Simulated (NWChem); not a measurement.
# WN₃H₅O; SMILES [NH2][W](=[NH])(=[NH])[OH]

```xyz
10

W     -0.0228    -0.0120     0.0000
N     -1.0007     0.0507    -1.4548
H     -1.8419     0.0901    -2.0195
N     -1.0031     0.0546     1.4530
H     -1.8444     0.0948     2.0175
O      1.0335    -1.6023     0.0028
H      0.7420    -2.5177    -0.0024
N      1.1064     1.5813    -0.0009
H      1.3226     2.1173     0.8339
H      1.3250     2.1146    -0.8368
```
Atoms are numbered in this order, from 1.

Results from NWChem. Medium grid unless said otherwise, to which SCAN and Minnesota functionals are sensitive. Geometry: optimised at PBE0/def2-SVP. Not confirmed as a minimum by frequencies. def2 effective core potentials on W; no spin-orbit coupling.

For level MN15-L/def2-SVP:

* **highest occupied level (eV)**: -6.33
* **orbital gap (eV)**: 5.50

### Question
What are these values for level revPBE/def2-SVP?

### Answer
The highest occupied level (eV) is -5.72 and the orbital gap (eV) is 4.75.
